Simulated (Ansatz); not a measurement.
Geometry optimisation, UKS PBE/def2-SVP in Ansatz.

Input file:

```yaml
crystal:
  periodic: [false, false, false]
  atoms:
    - { symbol: Ga, position_ang: [0.0, 0.0, 0.0] }
    - { symbol: H, position_ang: [0.0, 0.0, 1.82] }
    - { symbol: H, position_ang: [1.3596, 0.0, -0.785] }
    - { symbol: C, position_ang: [-1.7147, 0.0, -0.99] }
    - { symbol: H, position_ang: [-2.2748, -0.9305, -0.7608] }
    - { symbol: H, position_ang: [-2.3188, 0.8797, -0.6846] }
    - { symbol: H, position_ang: [-1.513, 0.0508, -2.0803] }
    - { symbol: C, position_ang: [0.0, 0.0, 3.23] }
    - { symbol: F, position_ang: [-0.6774, -1.055, 3.674] }
    - { symbol: F, position_ang: [1.2523, -0.0592, 3.674] }
    - { symbol: F, position_ang: [-0.5749, 1.1141, 3.674] }
magnetization:
  spin_polarized: true
  initial_magnetization: 1
basis:
  gaussian: { orbitals: def2-SVP }
hamiltonian:
  xc: pbe
relax:
  f_tol: 0.15
  max_steps: 25
  restrain:
    - { distance: [1, 7], at: 1.11, k: 30.0 }
    - { distance: [0, 1], at: 2.77, k: 30.0 }
```

Command:

```bash
$ ansatz run input.yaml --threads 4 --pin off --max-ram 5120MiB --backend cpu --events-out ev --progress --plain --runs-dir out
```

Q: Where does it end, and by what steps?

A: The run converged. The restraints hold the end off the free minimum. After 5 steps the energy has fallen by 0.710 eV (the restraints' own energy left out); H2 moved furthest, 0.55 Å. Joined: H2–C8 (1.41 → 1.12 Å).

```tsv
step	energy less start (eV)	largest force component (eV/Å)	accepted
0	0.0000	1.914	yes
1	-0.3431	1.549	yes
2	-0.1387	3.220	yes
3	-0.4956	1.468	yes
4	-0.6920	0.242	yes
5	-0.7103	0.190	yes
```

```xyz
11
Properties=species:S:1:pos:R:3
Ga 0.082 0.002 -0.398
H 0.018 0.000 2.371
H 1.436 -0.003 -1.288
C -1.743 0.003 -1.220
H -2.277 -0.916 -0.899
H -2.318 0.866 -0.824
H -1.724 0.049 -2.328
C 0.017 0.000 3.488
F -0.666 -1.063 3.957
F 1.277 -0.060 3.956
F -0.562 1.121 3.958
```

Time of the run: 17 s on 4 threads of Arm Neoverse V1, on a shared host, peak memory 0.22 GiB.
